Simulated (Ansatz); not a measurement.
One change: `[OH][GeH3]` becomes `O[SiH3]`.

Ansatz, PBE0-D4/def2-TZVP geometries, multiplicity 1. 

Scalar relativity is left out up to krypton.

```csv
property,`[OH][GeH3]`
LUMO energy (B3LYP/def2-TZVPP) / eV,-0.20
LUMO energy (ωB97M-V/def2-TZVPP) / eV,1.82
zero-point energy (PBE0-D4/def2-TZVP) / kJ/mol,96.2
HOMO–LUMO gap (B3LYP/def2-TZVPP) / eV,7.99
HOMO energy (B3LYP/def2-TZVPP) / eV,-8.19
LUMO energy (PBE/def2-TZVPP) / eV,-0.77
```

Q: Give the same properties after the change, and the shifts. (Best estimate.)

A: Ansatz gave: 
```json
{"property": "LUMO energy (B3LYP/def2-TZVPP) / eV", "`O[SiH3]`": "-0.25", "shift": "-0.05"}
{"property": "LUMO energy (ωB97M-V/def2-TZVPP) / eV", "`O[SiH3]`": "1.65", "shift": "-0.17"}
{"property": "zero-point energy (PBE0-D4/def2-TZVP) / kJ/mol", "`O[SiH3]`": "100.9", "shift": "4.7"}
{"property": "HOMO–LUMO gap (B3LYP/def2-TZVPP) / eV", "`O[SiH3]`": "8.27", "shift": "0.28"}
{"property": "HOMO energy (B3LYP/def2-TZVPP) / eV", "`O[SiH3]`": "-8.52", "shift": "-0.33"}
{"property": "LUMO energy (PBE/def2-TZVPP) / eV", "`O[SiH3]`": "-0.84", "shift": "-0.07"}
```

With PBE0 the HOMO falls by 0.30 eV and the LUMO falls by 0.07 eV, so the gap widens by about 0.23 eV. PBE moves the HOMO by -0.39 eV and ωB97M-V by -0.28 eV.

B3LYP here is the variant with VWN-RPA as its local correlation; programs differ in this.
